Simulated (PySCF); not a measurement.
AlBrClF.
Atom-mapped SMILES: `[F:1][Al:2]([Cl:3])[Br:4]`

Theory: EOM-EE-CCSD/aug-cc-pVDZ in PySCF, restricted Hartree–Fock reference, frozen core, non-relativistic, gas phase, PBE0-D3(BJ)/def2-SVP geometry.

Question: Give the EOM-CCSD singlets and triplets.

Answer: 
```
    state  E (eV)  λ (nm)     main singles (HF orbitals, share of the singles part)
singlet 1    6.83     182                          HOMO→LUMO 67 %, HOMO→LUMO+5 22 %
singlet 2    6.98     178                      HOMO-1→LUMO 65 %, HOMO-1→LUMO+5 23 %
singlet 3    7.33     169                        HOMO→LUMO+4 72 %, HOMO→LUMO+1 22 %
singlet 4    7.73     160  HOMO-1→LUMO+4 36 %, HOMO-2→LUMO 32 %, HOMO-1→LUMO+1 12 %
triplet 1    6.56     189                          HOMO→LUMO 63 %, HOMO→LUMO+5 23 %
triplet 2    6.68     186                      HOMO-1→LUMO 62 %, HOMO-1→LUMO+5 24 %
```

Question: What is the vertical gap between the lowest excited singlet and the lowest triplet?

Answer: 6.83 − 6.56 = 0.27 eV (26 kJ/mol). Both are led by HOMO→LUMO.

The first EOM-IP-CCSD ionisation energy is 11.60 eV, 3.87 eV above the highest singlet listed and 4.77 eV above the lowest.

T1 diagnostic 0.010. EOM-CCSD puts states of mainly double-excitation character too high. An iterative search for so few roots can pass over a low state.
